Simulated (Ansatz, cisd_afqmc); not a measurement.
System: CsF, charge 1, doublet. CsF+ (parent SMILES [Cs][F], doublet).
B3LYP-D3(BJ)/def2-TZVP minimum from Ansatz (a first-principles code):
```
F
Cs 1 3.7358
```
Charge +1, spin multiplicity 2.

Total energies in def2-SVP, 7 correlated electrons, 5 frozen orbitals. UHF or UKS for unpaired electrons; spin-orbit terms are left out. Cores are frozen in correlated methods (noble-gas shells, and filled d and f shells in the p block). Past Kr the def2 sets carry scalar-relativistic core potentials. The Monte Carlo rows (phaseless AFQMC, CISD trial, step 0.005/hartree) carry one-sigma bars that omit the constraint's bias. Outlying blocks are dropped, and bars are widened where a walk drifts. Over all cases where full CI ran beside it in this data, AFQMC minus full CI had a median of +0.1 mEh and passed +0.4 mEh in a tenth of the cases. The spin of CsF+ (parent SMILES [F][Cs], doublet) was assumed, and the state is the lowest solution found for it.

The bar of a AFQMC/CISD walk is widened from 0.06 to 0.15 mEh, since its halves differ by 0.31 mEh.

| method | program | energy (Eh) | minus CCSDTQ (mEh) |
|---|---|---|---|
| HF | Ansatz | -119.01389 | 151.68 |
| MP2 | Ansatz | -119.15300 | 12.57 |
| CCSD | Ansatz | -119.16438 | 1.19 |
| CCSD(T) | Ansatz | -119.16536 | 0.21 |
| CCSDT(Q) | Ansatz | -119.16556 | 0.01 |
| CCSDTQ | Ansatz | -119.16557 | 0.00 |
| AFQMC/CISD | cisd_afqmc | -119.1655 ± 0.0002 | 0.1 ± 0.2 |

Rough core times of Ansatz's runs on a shared machine: CCSD(T) under 20 s, CCSDT(Q) 30 s, CCSDTQ 6 min.
